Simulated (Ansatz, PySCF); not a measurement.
CH9NO2Si2. Atoms are numbered in the order given.

```xyz
15

C     -1.6294    -1.7861     0.1732
N     -1.7488    -0.3913     0.5722
Si    -1.2233     0.9441    -0.3777
O      0.4451     1.0605    -0.5262
Si     1.7668     0.4008     0.2207
O      1.7922    -1.2622     0.0837
H     -2.4179    -2.4024     0.6369
H     -0.6464    -2.2281     0.4186
H     -1.7617    -1.8678    -0.9187
H     -1.8212    -0.2584     1.5768
H     -1.7437     0.7845    -1.7600
H     -1.7180     2.1796     0.2841
H      2.9623     1.0040    -0.4252
H      1.7413     0.6528     1.6829
H      1.9168    -1.6234    -0.8023
```

Coordinates come from a B3LYP-D3(BJ)/def2-SVP optimisation. The structure was generated by enumeration, and PubChem lists no compound with its InChIKey, so it may never have been made. One conformer was computed; it need not be the lowest.

Vertical ionisation energy (IE) and electron affinity (EA) in eV. Rows of orbital energies are one-electron estimates. Where ΔSCF, EOM or ADC give a negative EA the extra electron is unbound and the value depends on the basis.

```
level                                                                  IE     EA
-------------------------------------------------------------------  ----  -----
−ε(HOMO), −ε(LUMO), CAM-B3LYP/def2-TZVP (PySCF)                      8.42  -1.32
−ε(HOMO), −ε(LUMO), PBE/def2-TZVP (PySCF)                            5.63   0.39
ΔSCF, PBE0/def2-SVPD (Ansatz), final states of multiplicity 2 and 2  9.09  -1.28
ΔSCF, PBE/def2-SVPD (Ansatz), final states of multiplicity 2 and 2   8.83  -1.07
```

Question: What vertical singlet–triplet gap does ΔSCF give with PBE0/def2-SVPD (Ansatz, a quantum-chemistry and plane-wave program) and with PBE/def2-SVPD (Ansatz)? (An estimate is asked for; the answer gives what the named calculation found.)

Answer: 5.87 and 5.58 eV (triplet above singlet where positive).
